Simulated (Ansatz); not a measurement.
C₄H₂F₂Hf (`C#[C][Hf]([F])([F])[C]#C`). The species carries charge 0 and has multiplicity 1. Hf: def2 effective core potential. The geometry is a stationary point of PBE0-D4/def2-TZVP.

```xyz
9

C     2.344    0.237   -1.695
C     1.310   -0.161   -1.198
Hf   -0.540   -0.855   -0.297
F    -0.284   -2.594    0.401
F    -1.906   -0.874   -1.604
C    -1.101    0.491    1.313
C    -1.405    1.250    2.211
H     3.254    0.588   -2.130
H    -1.671    1.918    3.000
```

Q: What is the dipole moment at r2SCAN/def2-TZVPP? (Estimate.)

A: The calculation gave: 1.78 D, with components (0.91, 1.45, 0.50) D in this frame, pointing from negative to positive charge.

Q: And with PBE, B3LYP, ωB97M-V? (Estimate.)

A: Ansatz gave: PBE 1.66 D, B3LYP 1.80 D, ωB97M-V 1.67 D.

Q: Give the Mulliken charges with r2SCAN, ωB97M-V, B3LYP in def2-TZVPP. (Best estimate.)

A: The calculation gave: 
| atom | r2SCAN | ωB97M-V | B3LYP |
| --- | --- | --- | --- |
| C1 | -0.27 | -0.25 | -0.18 |
| C2 | -0.25 | -0.25 | -0.30 |
| Hf3 | 1.25 | 1.15 | 1.11 |
| F4 | -0.32 | -0.30 | -0.32 |
| F5 | -0.32 | -0.30 | -0.32 |
| C6 | -0.25 | -0.25 | -0.30 |
| C7 | -0.27 | -0.25 | -0.18 |
| H8 | 0.21 | 0.22 | 0.24 |
| H9 | 0.21 | 0.22 | 0.24 |

B3LYP here is the variant with VWN-RPA as its local correlation; programs differ in this.
